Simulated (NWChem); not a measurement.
System: ZnNH3O; SMILES [NH2][Zn][OH]

Here is an NWChem input.

```
start job
memory heap 200 mb stack 900 mb global 1100 mb
geometry units angstroms noautoz
  Zn    -0.208599    -0.039458     0.014138
  O     -0.378431    -1.802472     0.036935
  H      0.448363    -2.289039    -0.029740
  N     -0.303308     1.770890     0.005751
  H     -0.008376     2.242189    -0.846109
  H      0.134417     2.258383     0.783883
end
basis spherical
  Zn library def2-svp
  O library def2-svp
  H library def2-svp
  N library def2-svp
end
dft
  xc r2scan
  iterations 150
  mulliken
end
task dft energy
```

All runs use the structure optimised with PBE0/def2-SVP.

Question: Give the results of this calculation. (r2SCAN/def2-SVP.) Quantities: energy (Ha); highest occupied level (eV); orbital gap (eV); dipole (D).

Answer: The energy (Ha) comes out as -1910.75. The highest occupied level (eV) is -5.35 and the orbital gap (eV) comes out as 4.67. The dipole (D) is 2.68.
